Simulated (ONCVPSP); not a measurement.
**Sc (Z = 21): excitation energies, all-electron against ONCV**

| Quantity | Value |
| --- | --- |
| Element | scandium (Sc) |
| Generator | ONCVPSP 4.0.1 |
| Type | optimised norm-conserving Vanderbilt (ONCV) |
| Functional | PBE |
| Relativity | scalar-relativistic |
| Frozen core | [Ne] |
| Valence charge | 11 |
| Reference configuration | 3s2 3p6 3d1 4s2 |
| Partial waves | 3s+4s: rc 1.65 bohr, ncon 5, nbas 8, qcut 9.5 1/bohr, 2 projectors; 3p: rc 1.65 bohr, ncon 3, nbas 6, qcut 10 1/bohr, 2 projectors, debl 3 Ha; 3d: rc 2.45 bohr, ncon 4, nbas 8, qcut 7 1/bohr, 1 projector |
| Local potential | polynomial inside 1.60 bohr (lpopt 5, dvloc0 0 Ha) |
| Core correction | none |

Energies are relative to the spin-unpolarised reference configuration 3s2 3p6 3d1 4s2; without spin polarisation the order of configurations can differ from experiment. Not all tests gave a result: 1 of 4 tests not solved or not reliable.

```json
{"valence configuration": "3s2 3p6 3d1 4s1", "charge": "+1", "ΔE all-electron (eV)": "6.897", "error AE − PS (meV)": "-0.3"}
{"valence configuration": "3s2 3p6 3d1 4s0", "charge": "+2", "ΔE all-electron (eV)": "19.665", "error AE − PS (meV)": "-3.8"}
{"valence configuration": "3s2 3p6 3d1 4s1.5", "charge": "+0.5", "ΔE all-electron (eV)": "2.754", "error AE − PS (meV)": "-0.1"}
```

Levels in the configuration 3s2 3p6 3d1 4s0:

```csv
level,all-electron (eV),pseudo (eV)
3s,-70.402,-70.477
3p,-48.951,-49.016
3d,-17.912,-17.954
```
